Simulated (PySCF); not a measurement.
# Basis-set dependence of population analyses: `Bc1occc1Cl`

C₄H₄BClO.
Geometry (PBE0-D3(BJ)/def2-SVP, Å), atoms numbered from 1 in this order:
```xyz
11
C4H4BClO angstrom
B      1.9963   -0.6203   -0.4058
C      0.5577   -0.2573   -0.1124
O     -0.3978   -1.2388    0.0357
C     -1.5673   -0.6690    0.2849
C     -1.4684    0.6984    0.3165
C     -0.1014    0.9568    0.0623
Cl     0.6079    2.5037   -0.0158
H      2.8067    0.2637   -0.5247
H      2.3144   -1.7783   -0.5137
H     -2.4155   -1.3370    0.4252
H     -2.2589    1.4216    0.4974
```

PBE0 throughout (PySCF), one geometry, spherical d and f functions. Geometry: PBE0-D3(BJ)/def2-SVP; no solvent, vibrations or thermal averaging. The first 7 of 10 kinds of atom are listed.

Mulliken charges (e):

```json
{"basis": "STO-3G", "functions": "43", "B1": "+0.126", "C2": "-0.020", "O3": "-0.111", "C4": "+0.032", "C5": "-0.115", "C6": "-0.004", "Cl7": "-0.064"}
{"basis": "6-31G", "functions": "75", "B1": "+0.102", "C2": "+0.214", "O3": "-0.496", "C4": "+0.108", "C5": "-0.171", "C6": "-0.397", "Cl7": "+0.233"}
{"basis": "pcSseg-0", "functions": "75", "B1": "+0.223", "C2": "+0.028", "O3": "-0.613", "C4": "+0.147", "C5": "-0.229", "C6": "-0.323", "Cl7": "+0.173"}
{"basis": "6-31G*", "functions": "110", "B1": "-0.056", "C2": "+0.262", "O3": "-0.413", "C4": "+0.098", "C5": "-0.216", "C6": "-0.172", "Cl7": "+0.069"}
{"basis": "cc-pVDZ", "functions": "122", "B1": "-0.031", "C2": "+0.203", "O3": "-0.172", "C4": "+0.144", "C5": "+0.004", "C6": "-0.147", "Cl7": "-0.038"}
{"basis": "def2-SVP", "functions": "122", "B1": "-0.034", "C2": "+0.130", "O3": "-0.230", "C4": "+0.159", "C5": "-0.059", "C6": "+0.015", "Cl7": "-0.051"}
{"basis": "aug-cc-pVDZ", "functions": "201", "B1": "-1.509", "C2": "+0.215", "O3": "-0.385", "C4": "+0.316", "C5": "+1.064", "C6": "+0.100", "Cl7": "-0.205"}
{"basis": "6-311+G(2d,p)", "functions": "221", "B1": "-0.167", "C2": "-0.223", "O3": "-0.280", "C4": "+0.180", "C5": "-0.596", "C6": "+0.624", "Cl7": "+0.155"}
{"basis": "def2-TZVP", "functions": "247", "B1": "-0.112", "C2": "+0.142", "O3": "-0.155", "C4": "+0.023", "C5": "-0.171", "C6": "-0.024", "Cl7": "-0.056"}
{"basis": "cc-pVTZ", "functions": "270", "B1": "-0.114", "C2": "+0.066", "O3": "-0.102", "C4": "+0.029", "C5": "-0.184", "C6": "+0.039", "Cl7": "-0.067"}
{"basis": "IGLO-III", "functions": "294", "B1": "+0.137", "C2": "-0.093", "O3": "-0.230", "C4": "+0.098", "C5": "-0.175", "C6": "+0.049", "Cl7": "+0.087"}
{"basis": "pcSseg-2", "functions": "315", "B1": "+0.372", "C2": "-0.160", "O3": "-0.296", "C4": "+0.224", "C5": "-0.112", "C6": "+0.082", "Cl7": "-0.087"}
```

IAO charges (e):

```
        basis  functions      B1      C2      O3      C4      C5      C6     Cl7
       STO-3G         43  +0.032  -0.061  -0.062  -0.006  -0.197  -0.074  +0.031
        6-31G         75  -0.028  -0.007  -0.190  +0.037  -0.223  -0.032  +0.018
     pcSseg-0         75  -0.034   0.000  -0.188  +0.050  -0.224  -0.045  +0.028
       6-31G*        110  -0.022   0.000  -0.203  +0.068  -0.226  -0.022  +0.019
      cc-pVDZ        122  -0.042  +0.004  -0.200  +0.066  -0.232  -0.017  +0.021
     def2-SVP        122  -0.033  +0.002  -0.200  +0.068  -0.230  -0.017  +0.028
  aug-cc-pVDZ        201  -0.040  +0.004  -0.206  +0.066  -0.236  -0.015  +0.019
6-311+G(2d,p)        221  -0.038  +0.003  -0.208  +0.066  -0.235  -0.020  +0.025
    def2-TZVP        247  -0.039  +0.005  -0.209  +0.068  -0.236  -0.020  +0.027
      cc-pVTZ        270  -0.040  +0.004  -0.207  +0.068  -0.236  -0.018  +0.024
     IGLO-III        294  -0.040  +0.003  -0.210  +0.066  -0.237  -0.020  +0.029
     pcSseg-2        315  -0.037  +0.004  -0.209  +0.068  -0.236  -0.021  +0.025
```

Hirshfeld charges (e):

```
        basis  functions      B1      C2      O3      C4      C5      C6     Cl7
       STO-3G         43  +0.125  -0.035  +0.001  +0.043  -0.067  +0.059  -0.100
        6-31G         75  +0.098  -0.035  -0.059  +0.043  -0.086  +0.004  -0.011
     pcSseg-0         75  +0.094  -0.045  -0.036  +0.044  -0.092  -0.002  +0.011
       6-31G*        110  +0.092  -0.033  -0.050  +0.047  -0.083  +0.015  -0.022
      cc-pVDZ        122  +0.084  -0.043  -0.027  +0.044  -0.089  +0.008  +0.002
     def2-SVP        122  +0.085  -0.046  -0.034  +0.046  -0.093  +0.009  +0.015
  aug-cc-pVDZ        201  +0.092  -0.044  -0.054  +0.045  -0.092   0.000  +0.018
6-311+G(2d,p)        221  +0.096  -0.046  -0.057  +0.047  -0.090  -0.005  +0.018
    def2-TZVP        247  +0.090  -0.043  -0.051  +0.046  -0.090  +0.003  +0.012
      cc-pVTZ        270  +0.088  -0.042  -0.045  +0.046  -0.089  +0.005  +0.008
     IGLO-III        294  +0.088  -0.047  -0.054  +0.046  -0.094  -0.001  +0.030
     pcSseg-2        315  +0.091  -0.043  -0.053  +0.046  -0.091  +0.002  +0.015
```

ESP-fitted charges (e):

```csv
basis,functions,B1,C2,O3,C4,C5,C6,Cl7
STO-3G,43,+0.119,+0.140,-0.168,+0.100,-0.281,+0.164,-0.153
6-31G,75,+0.132,+0.221,-0.318,+0.137,-0.312,+0.021,-0.065
pcSseg-0,75,+0.206,+0.128,-0.319,+0.165,-0.381,+0.096,-0.077
6-31G*,110,+0.105,+0.208,-0.220,+0.064,-0.253,-0.071,-0.023
cc-pVDZ,122,+0.091,+0.175,-0.193,+0.060,-0.250,-0.069,-0.013
def2-SVP,122,+0.091,+0.186,-0.226,+0.094,-0.281,-0.039,-0.015
aug-cc-pVDZ,201,+0.089,+0.209,-0.222,+0.069,-0.276,-0.048,-0.027
"6-311+G(2d,p)",221,+0.083,+0.206,-0.218,+0.051,-0.270,-0.057,-0.019
def2-TZVP,247,+0.084,+0.201,-0.216,+0.065,-0.282,-0.040,-0.022
cc-pVTZ,270,+0.090,+0.190,-0.209,+0.063,-0.276,-0.036,-0.026
IGLO-III,294,+0.078,+0.221,-0.226,+0.069,-0.263,-0.078,-0.005
pcSseg-2,315,+0.086,+0.203,-0.228,+0.078,-0.295,-0.020,-0.033
```

Question: Which scheme is steadiest as the basis changes?

Answer: Largest range over the bases for any column: Hirshfeld 0.13 e, IAO 0.15 e, ESP-fitted 0.24 e, Mulliken 1.88 e. Hirshfeld charges move least and Mulliken charges most, counted in e. Without the minimal STO-3G basis the ranges are Hirshfeld 0.05, IAO 0.03, ESP-fitted 0.17, Mulliken 1.88 e.

Question: How much do the charges still move between the two largest bases, IGLO-III and pcSseg-2?

Answer: At most, over all atoms: Mulliken 0.235 e, IAO 0.004 e, Hirshfeld 0.015 e, ESP-fitted 0.058 e.

Question: What do the same runs give for the total energy, the frontier levels and the dipole moment?

Answer: 
```
        basis  energy (Eh)  HOMO (eV)  LUMO (eV)  μ (D)
       STO-3G    -706.4381      -5.72       0.37   2.63
        6-31G    -714.4962      -7.39      -1.97   2.72
     pcSseg-0    -713.5012      -7.69      -2.27   2.75
       6-31G*    -714.5949      -7.17      -1.87   2.71
      cc-pVDZ    -714.6408      -7.25      -2.03   2.65
     def2-SVP    -714.2868      -7.32      -2.07   2.62
  aug-cc-pVDZ    -714.6546      -7.35      -2.19   2.59
6-311+G(2d,p)    -714.6992      -7.35      -2.19   2.60
    def2-TZVP    -714.7237      -7.32      -2.15   2.62
      cc-pVTZ    -714.7226      -7.31      -2.13   2.65
     IGLO-III    -714.7225      -7.31      -2.16   2.55
     pcSseg-2    -714.7316      -7.36      -2.19   2.60
```

The dipole is fixed by the density alone, so its range of 0.20 D shows that the density itself changes with the basis, not only its division among atoms.
